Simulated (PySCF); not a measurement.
Cl₃FSn. Atoms are numbered in the order given.

```xyz
5

F      0.0000     0.0000     2.0852
Sn     0.0000     0.0000     0.1684
Cl     1.9043     1.0995    -0.5331
Cl     0.0000    -2.1989    -0.5331
Cl    -1.9043     1.0995    -0.5331
```
Charge 0, spin multiplicity 1.

Geometry: PBE0-D3(BJ)/def2-SVP. The def2 effective core potentials stand for the cores of Sn; spin–orbit coupling is left out.

Computed with PySCF with ωB97X/def2-TZVP.

ESP charges are fitted to the potential on shells at 1.4 to 2.0 van der Waals radii. Atomic charges (e):

| atom | Mulliken | Löwdin | ESP fit |
|---|---|---|---|
| F1 | -0.43 | [?] | -0.21 |
| Sn2 | 1.25 | [?] | 0.41 |
| Cl3 | -0.27 | [?] | -0.07 |
| Cl4 | -0.27 | [?] | -0.07 |
| Cl5 | -0.27 | [?] | -0.07 |

Task: Some entries are withheld; supply them. (The exact figures need the calculation; the answer reports its results.)

Result: 
- F1, Löwdin: -0.23
- Sn2, Löwdin: -0.07
- Cl3, Löwdin: 0.10
- Cl4, Löwdin: 0.10
- Cl5, Löwdin: 0.10
